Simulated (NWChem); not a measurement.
HfH₂F₂; SMILES [HfH2]([F])[F]

Program: NWChem. The geometry was optimised at PBE0/def2-SVP. def2 effective core potentials on Hf; no spin-orbit coupling. Vertical excitations in the gas phase.

Question: What does the run give for PBE/def2-SVP, TDA? Quantities: lowest excitation, singlet (eV); oscillator strength of that lowest state; lowest state with f > 0.02, singlet (eV); oscillator strength of that bright state; orbital gap (eV).

Answer: The lowest excitation, singlet (eV) comes out as 4.42 and the oscillator strength of that lowest state comes out as 0.000. The lowest state with f > 0.02, singlet (eV) is 5.57. The oscillator strength of that bright state is 0.044 and the orbital gap (eV) comes out as 4.37.
